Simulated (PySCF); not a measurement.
Compound: C7H7N.
Atom-mapped SMILES: `[CH3:1][C:2]#[C:3][n:4]1[cH:5][cH:6][cH:7][cH:8]1` (hydrogens: H9, H10, H11 on C1; H12 on C5; H13 on C6; H14 on C7; H15 on C8)

Structure used (GFN2-xTB), in Å, numbered top down from 1:
```
atom  x, y, z in Å
C1     2.7426   -1.6454   -1.4418
C2     1.5831   -0.9506   -0.9306
C3     0.6198   -0.3725   -0.5071
N4    -0.4560    0.2743   -0.0343
C5    -0.7526    0.4593    1.2867
C6    -1.9229    1.1579    1.3661
C7    -2.3545    1.4072    0.0446
C8    -1.4327    0.8520   -0.7958
H9     3.5866   -1.5043   -0.7673
H10    3.0065   -1.2519   -2.4230
H11    2.5364   -2.7119   -1.5321
H12   -0.1084    0.0791    2.0553
H13   -2.4217    1.4612    2.2653
H14   -3.2417    1.9341   -0.2465
H15   -1.3891    0.8194   -1.8670
```

Vertical excitations from PySCF (density fitting, frozen core in the response, grid level 2 and gas phase unless stated; continuum runs use non-equilibrium linear response for the excitations) on a GFN2-xTB geometry. Reference run:

```csv
settings,"S1, eV (f)","S2, eV (f)","S3, eV (f)","S4, eV (f)","S5, eV (f)","S6, eV (f)","T1, eV (Tamm–Dancoff)",mean α (au)
"PBE0/def2-SVPD, full TDDFT, 6 singlets",5.76 (0.294),5.93 (0.081),5.97 (0.001),6.08 (0.008),6.09 (0.000),6.52 (0.001),4.02,90.9
```

Problem. What do these settings give: (1) revPBE/def2-SVPD, TDA, 1 singlet; (2) LC-wPBE/6-311G**, full TDDFT, 6 singlets?

Solution. 
| settings | S1, eV (f) | S2, eV (f) | S3, eV (f) | S4, eV (f) | S5, eV (f) | S6, eV (f) | T1, eV (Tamm–Dancoff) | mean α (au) |
| --- | --- | --- | --- | --- | --- | --- | --- | --- |
| revPBE/def2-SVPD, TDA, 1 singlet | 5.27 (0.000) | – | – | – | – | – | 3.98 | 93.9 |
| LC-wPBE/6-311G**, full TDDFT, 6 singlets | 6.18 (0.000) | 6.23 (0.286) | 6.38 (0.116) | 7.18 (0.000) | 7.60 (0.014) | 7.95 (0.000) | 4.05 | 78.1 |

(1) S1 moves by -0.49 eV; functional and response scheme change together, so the shift can't be laid on one. (2) S1 moves by +0.42 eV; functional and basis change together, so the shift can't be laid on one. States are counted by energy in each run and needn't keep their character from row to row.

All basis functions are spherical, in the Pople sets too.

Problem. Which orbital pairs make up S1 in each run, and how does it sit against the orbital gap?

Solution. 
```csv
settings,S1 configurations (weight),S1 (eV),orbital gap (eV),S1 − gap (eV)
"PBE0/def2-SVPD, full TDDFT, 6 singlets",H−1→L 0.88,5.76,6.55,-0.79
"revPBE/def2-SVPD, TDA, 1 singlet",H→L+1 1.00,5.27,4.62,+0.65
"LC-wPBE/6-311G**, full TDDFT, 6 singlets","H−1→L+1 0.76, H−3→L+1 0.13",6.18,11.42,-5.24
```

